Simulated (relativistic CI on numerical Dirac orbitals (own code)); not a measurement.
**Rh²¹⁺: q coefficients and field-shift factors**

Method of calculation: Dirac-Coulomb-Breit CI, separate exchange-only KLI orbitals for each configuration, derivatives by finite differences, unscaled Slater integrals, QED left out (own radial code, finite nucleus).

CI space (outside the closed core [Ne]): 3s2.3p6.3d6, 3s2.3p5.3d7, 3s2.3p4.3d8, 3s.3p6.3d7, 3p6.3d8, 3s.3p5.3d8, 3s2.3p6.3d5.4s, 3s2.3p6.3d5.4p. Levels of other configurations are missing.

With x = (α/α₀)² − 1 an excitation energy changes as ω = ω₀ + qx; K = 2q/ω₀ is the relative enhancement. Terms are leading LS components, so labels can repeat. The field-shift factor is F = δν/δ⟨r²⟩ for the transition from the lowest level.

Lowest level 3s2.3p6.3d6 5D_4.

```tsv
Level	ω₀ (cm⁻¹)	q (cm⁻¹)	F (GHz/fm²)
3s2.3p6.3d6 5D_3	24975.3	31210	0.203
3s2.3p6.3d6 5D_2	25102.6	10580	0.0617
3s2.3p6.3d6 5D_1	37883.6	36900	0.239
3s2.3p6.3d6 5D_0	39475.4	33180	0.222
3s2.3p6.3d6 3F_4	74405.2	882	0.0988
3s2.3p6.3d6 3P_2	86899.3	40180	0.238
3s2.3p6.3d6 3H_6	91235.1	18820	0.247
3s2.3p6.3d6 3H_5	91791.8	17000	0.225
3s2.3p6.3d6 3F_3	104481.7	28410	0.256
3s2.3p6.3d6 3F_2	107563.7	26100	0.199
3s2.3p6.3d6 3H_4	119819.1	53520	0.435
3s2.3p6.3d6 1S_0	121743.0	39870	0.344
3s2.3p6.3d6 3G_5	134720.7	58280	0.501
3s2.3p6.3d6 3D_1	135328.9	54880	0.398
3s2.3p6.3d6 3G_4	136278.6	44510	0.422
3s2.3p6.3d6 3D_2	140489.5	34700	0.334
3s2.3p6.3d6 3G_3	147604.7	60560	0.493
3s2.3p6.3d6 3D_3	150681.0	48350	0.443
3s2.3p6.3d6 1I_6	156732.3	54030	0.541
3s2.3p6.3d6 3P_1	157584.3	75480	0.538
3s2.3p6.3d6 3P_0	178351.1	20990	0.257
3s2.3p6.3d6 1G_4	178543.9	81390	0.668
3s2.3p6.3d6 1F_3	184734.2	22810	0.319
```

At this charge energies of transitions that change n are usually good to better than 1 %, and those within a shell (Δn = 0) to a few per cent. Terms inside the open d or f shell come out 10 to 20 % too wide with unscaled integrals.

Q: Which transition from the lowest level has the largest |K|?

A: 3s2.3p6.3d6 5D_3 at 24975.3 cm⁻¹, K = 2.5.
